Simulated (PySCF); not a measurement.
A calculated (UHF, PySCF 2.14, dyall-acv3z, scalar relativity by spin-free X2C-1e) atom or ion has these occupied shells.

```
shell  electrons  orbital energy (eV)  rms radius, mean of both spins (bohr)
 1s α          1              -2525.3                                  0.112
 1s β          1              -2524.0                                  0.112
 2s α          1              -260.02                                  0.517
 2s β          1              -258.23                                  0.517
 2p α          3              -195.77                                  0.490
 2p β          3              -194.09                                  0.490
 3s α          1              -39.757                                   1.74
 3p α          3              -24.375                                   2.04
 3p β          1              -18.297                                   2.04
```

Name the element and its charge.

S⁺ (sulfur, charge +1), in [Ne] 3s1 3p4, high-spin 4P determinant (an excited configuration).
